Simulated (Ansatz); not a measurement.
Geometry optimisation, Ansatz, UKS PBE0-D4/cc-pVDZ.

input.yaml

```yaml
crystal:
  periodic: [false, false, false]
  atoms:
    - { symbol: Al, position_ang: [-0.983657, 0.500534, -0.305622] }
    - { symbol: Si, position_ang: [0.676693, 0.091879, 1.296769] }
    - { symbol: "N", position_ang: [-0.30128, -0.457066, -1.628675] }
    - { symbol: H, position_ang: [0.578672, -0.83975, -1.278646] }
    - { symbol: Cl, position_ang: [-2.796288, 1.601574, -0.346853] }
    - { symbol: H, position_ang: [0.708091, -1.390584, 1.555843] }
    - { symbol: H, position_ang: [2.000029, 0.437505, 0.667469] }
    - { symbol: H, position_ang: [0.609416, 0.782793, 2.625433] }
    - { symbol: H, position_ang: [-0.491775, -0.726786, -2.585719] }
magnetization:
  spin_polarized: true
basis:
  gaussian: { orbitals: cc-pVDZ }
hamiltonian:
  xc: pbe0
  dispersion: d4
relax:
  f_tol: 0.03
  max_steps: 50
output:
  orbitals: {}
```

Run as:

```bash
$ ansatz run input.yaml --threads 2 --pin off --max-ram 3072MiB --backend cpu --events-out ev --progress --plain --runs-dir out
```

Question: Where does it end, and by what steps?

Answer: The forces met the threshold. After 7 steps the energy has fallen by 0.339 eV; H4 moved furthest, 0.89 Å.

```tsv
step	energy less start (eV)	largest force component (eV/Å)	accepted
0	0.0000	1.062	yes
1	-0.1536	0.477	yes
2	-0.2343	0.406	yes
3	-0.2909	0.344	yes
4	-0.3228	0.755	yes
5	-0.3318	0.439	yes
6	-0.3380	0.093	yes
7	-0.3388	0.019	yes
```

```xyz
9
Properties=species:S:1:pos:R:3
Al -0.702 0.296 -0.371
Si 0.786 0.119 1.552
N -0.379 -0.509 -1.923
H 0.436 -1.077 -2.129
Cl -2.516 1.426 -0.294
H 0.838 -1.299 2.047
H 2.185 0.512 1.170
H 0.340 0.997 2.682
H -0.989 -0.465 -2.734
```

Whether the end is a true minimum wasn't checked by a vibrational analysis.

Run time: 32 s on 2 threads of Arm Neoverse V2 (shared host), peak memory 0.28 GiB.
